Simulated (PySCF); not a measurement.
Scan of Cl2Ge, singlet: symmetric bend, bond length relaxed. Scanned: Cl-Ge-Cl angle. Other coordinates (Ge-Cl bond length) were minimised at B3LYP/def2-TZVP.

Calculation: wB97X-V/cc-pVDZ in PySCF.

Scanned values (°): 180, 170, 160, 150, 140, 130, 120, 110, 100, 90, 80.

### Question
At which scan points does the profile have its minima and maxima, and how high do they lie?

### Answer
Lower than their neighbours: 100° (0.0 mEh). Higher than their neighbours: 180° (65.9 mEh, end of the scan), 80° (17.9 mEh, end of the scan). The whole profile spans 65.9 mEh.
